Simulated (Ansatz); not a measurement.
Isolated molecules relaxed with PBE0-D4/def2-TZVP in Ansatz; ΔE leaves out vibrations. CCSD(T)/CBS is the MP2 limit (def2-TZVPP, def2-QZVPP) plus CCSD(T) − MP2 in def2-TZVPP, frozen cores. This one scheme is used for every species. Functionals use def2-TZVPP. B3LYP here is the variant with VWN-RPA as its local correlation; programs differ in this. For Se outer-core shells are correlated without core-valence functions, which leaves a few kJ/mol of doubt a bond. Scalar relativity is left out up to krypton. Each species was taken in one conformer, which may not be the lowest.

Reaction (hydrogenolysis of the Se–Si bond): `B[Se][SiH2]Cl` + H₂ → `B[SeH]` + `[SiH3]Cl`

`B[Se][SiH2]Cl`:

```xyz
8

B    -0.856   -1.539    0.425
Se    0.391   -1.095   -0.957
Si    0.592    1.123   -0.465
Cl    1.967    1.433    1.024
H    -1.198   -2.678    0.480
H    -1.261   -0.707    1.174
H     1.075    1.817   -1.679
H    -0.710    1.647   -0.003
```

H₂:

Z-matrix (Å, degrees):
```
H
H 1 0.746
```

`B[SeH]`:

Cartesian coordinates in Å:
```
B 0.223 -0.223 -0.554
Se -1.150 0.176 0.694
H 1.361 0.021 -0.312
H -0.135 -0.725 -1.573
H -0.299 0.751 1.746
```

`[SiH3]Cl`:

Z-matrix (Å, degrees):
```
Si
Cl 1 2.054
H 1 1.481 2 108.5
H 1 1.481 2 108.5 3 -120.0
H 1 1.481 2 108.5 3 120.0
```

```json
{"level": "PBE-D4", "ΔE (kJ/mol)": "42.8", "difference from CCSD(T)/CBS": "2.4"}
{"level": "r2SCAN-D4", "ΔE (kJ/mol)": "40.6", "difference from CCSD(T)/CBS": "0.2"}
{"level": "PBE0-D4", "ΔE (kJ/mol)": "40.1", "difference from CCSD(T)/CBS": "-0.3"}
{"level": "B3LYP-D4", "ΔE (kJ/mol)": "36.2", "difference from CCSD(T)/CBS": "-4.2"}
{"level": "ωB97X-V", "ΔE (kJ/mol)": "32.8", "difference from CCSD(T)/CBS": "-7.6"}
{"level": "ωB97M-V", "ΔE (kJ/mol)": "35.9", "difference from CCSD(T)/CBS": "-4.5"}
{"level": "B2PLYP", "ΔE (kJ/mol)": "29.9", "difference from CCSD(T)/CBS": "-10.5"}
{"level": "PBE", "ΔE (kJ/mol)": "34.1", "difference from CCSD(T)/CBS": "-6.3"}
{"level": "r2SCAN", "ΔE (kJ/mol)": "38.5", "difference from CCSD(T)/CBS": "-1.9"}
{"level": "PBE0", "ΔE (kJ/mol)": "32.3", "difference from CCSD(T)/CBS": "-8.1"}
{"level": "B3LYP", "ΔE (kJ/mol)": "22.0", "difference from CCSD(T)/CBS": "-18.4"}
{"level": "HF/def2-TZVPP", "ΔE (kJ/mol)": "9.8", "difference from CCSD(T)/CBS": "-30.6"}
{"level": "MP2/def2-TZVPP", "ΔE (kJ/mol)": "45.0", "difference from CCSD(T)/CBS": "4.6"}
{"level": "SCS-MP2/def2-TZVPP", "ΔE (kJ/mol)": "35.0", "difference from CCSD(T)/CBS": "-5.4"}
{"level": "CCSD/def2-TZVPP", "ΔE (kJ/mol)": "27.3", "difference from CCSD(T)/CBS": "-13.1"}
{"level": "CCSD(T)/def2-TZVPP", "ΔE (kJ/mol)": "33.0", "difference from CCSD(T)/CBS": "-7.4"}
{"level": "HF/def2-QZVPP", "ΔE (kJ/mol)": "9.5", "difference from CCSD(T)/CBS": "-30.9"}
{"level": "MP2/def2-QZVPP", "ΔE (kJ/mol)": "49.1", "difference from CCSD(T)/CBS": "8.7"}
{"level": "SCS-MP2/def2-QZVPP", "ΔE (kJ/mol)": "38.7", "difference from CCSD(T)/CBS": "-1.7"}
{"level": "HF/CBS(def2)", "ΔE (kJ/mol)": "9.4", "difference from CCSD(T)/CBS": "-31.0"}
{"level": "MP2/CBS(def2)", "ΔE (kJ/mol)": "52.4", "difference from CCSD(T)/CBS": "12.0"}
{"level": "CCSD/CBS(def2)", "ΔE (kJ/mol)": "34.7", "difference from CCSD(T)/CBS": "-5.7"}
{"level": "CCSD(T)/CBS", "ΔE (kJ/mol)": "40.4", "difference from CCSD(T)/CBS": "0"}
```

Largest T1 diagnostic among the species: 0.013.

In def2-TZVPP, CCSD(T) changes the Hartree–Fock value by +23.1 kJ/mol (the triples alone add +5.7 kJ/mol) and MP2 by +35.2 kJ/mol. The D4 term adds +14.3 kJ/mol with B3LYP and +7.8 kJ/mol with PBE0; it sums over pairs of atoms, weighted by their polarisabilities, and B3LYP, whose exchange is more repulsive, gets the larger term.
